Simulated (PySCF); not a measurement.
Ge(F)2(OH)2, SMILES [F][Ge]([F])([OH])[OH] at its CAM-B3LYP/def2-SVP optimised geometry (Å):

```
7

O     -1.1740     0.5329     0.0000
Ge    -0.5422    -1.0755     0.0000
O     -1.1734    -1.8940     1.3849
F      1.1740    -1.0755     0.0000
F     -0.9340    -1.9020    -1.4524
H     -0.8826     1.0755    -0.7435
H     -0.8814    -2.8099     1.4750
```

Level of theory: CAM-B3LYP/def2-TZVP run with PySCF. Cells within 0.4 Å of a nucleus heavier than hydrogen are left out (blank, or x).

Map of the electrostatic potential (hartree/e), clipped to [-0.08, 0.12] on the plane z = 1.2 Å:

```
|2222222222222222222222222222222|
|2222222222222222222222222222222|
|2222222222222222222222222222222|
|2222222222222222222222222222222|
|2222222222222222222222222222222|
|2221111111112222222222222222222|
|2111111111111122222222222222222|
|1111111111111112222222222222222|
|1111110000001111222222222222222|
|1111100000000111222222222222222|
|1111000000000011222222222222222|
|1111000000000112222222222222222|
|1111000000111122332222222222222|
|1111000011223333333222211112222|
|1111111123445555543322111111122|
|1111112234677887654321111111112|
|1111122346899999864321111111112|
|1111223468999999975321111111111|
|1111223479999999985421111111111|
|1111123589999999996421100111111|
|1111113699999999986421110111111|
|1111113999999999985421111111111|
|111101399xxx9999975321111111112|
|111000499xxx9999865322111111112|
|111100399xxx9999765332111111122|
|1111113999999999765432222122222|
|2111113699999999765433222222222|
|2222223599999999765433222222222|
|2222233599999999765433322222222|
|2222334589999999765443332222222|
|2223334579999998755443332222222|
```
Scale: ten equal steps from -0.044 (start of '0') to 0.120 (end of '9'), in the order '0123456789'; x runs from -3.50 to 3.50, y from -3.50 (bottom) to 3.50 (top).
